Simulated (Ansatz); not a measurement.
Relaxation of C2H4Al2O (9 atoms, charge 0, multiplicity 1), to a largest force component of 0.015 eV/Å in at most 40 steps.

The calculation used Ansatz, RKS B3LYP/def2-SVP.

```xyz
9
Properties=species:S:1:pos:R:3:forces:R:3
C 1.952 0.282 -0.628 -2.73 2.64 0.65
C 0.735 -0.111 -0.172 -0.02 -0.29 0.09
Al -0.446 -1.708 0.332 0.92 -2.66 -0.16
Al -1.043 0.379 0.518 -2.79 4.42 0.92
O -2.396 1.601 0.939 2.86 -1.61 0.33
H 2.077 1.407 -0.757 0.51 -1.24 0.05
H 2.706 -0.380 -0.902 1.82 -1.28 -0.65
H -0.588 -3.267 0.493 0.36 -0.42 -0.16
H -2.910 1.750 0.163 -0.96 0.43 -1.08
```

Where does it end, and by what steps?

The run converged. After 23 steps the energy has fallen by 1.250 eV; O5 moved furthest, 0.86 Å.

```
step  energy less start (eV)  largest force component (eV/Å)  accepted
   0                  0.0000                           4.422       yes
   1                 -0.7143                           1.763       yes
   2                 -0.9180                           1.389       yes
   3                 -1.0847                           0.549       yes
   4                 -1.1557                           0.479       yes
   5                 -1.1933                           0.560       yes
   6                 -1.2242                           0.311       yes
   7                 -1.2335                           0.252       yes
   8                 -1.2374                           0.082       yes
   9                 -1.2291                           0.137        no
  10                 -1.2385                           0.063       yes
  11                 -1.2389                           0.047       yes
  12                 -1.2396                           0.051       yes
  13                 -1.2403                           0.070       yes
  14                 -1.2399                           0.267        no
  15                 -1.2426                           0.095       yes
  16                 -1.2450                           0.158       yes
  17                 -1.2448                           0.255        no
  18                 -1.2463                           0.107       yes
  19                 -1.2485                           0.134       yes
  20                 -1.2487                           0.105       yes
  21                 -1.2495                           0.025       yes
  22                 -1.2496                           0.017       yes
  23                 -1.2496                           0.009       yes
```

```xyz
9
Properties=species:S:1:pos:R:3
C 1.596 0.343 -0.521
C 0.670 -0.429 0.075
Al -0.421 -2.031 0.140
Al -1.199 0.229 0.491
O -1.787 1.828 0.377
H 1.846 1.356 -0.169
H 2.165 0.015 -1.406
H -0.082 -3.463 0.750
H -2.699 2.105 0.246
```

Whether the end is a true minimum wasn't checked by a vibrational analysis.

Run time: 42 s on 2 threads of Intel(R) Xeon(R) Platinum 8488C (Sapphire Rapids), on a shared host, peak memory 0.21 GiB.
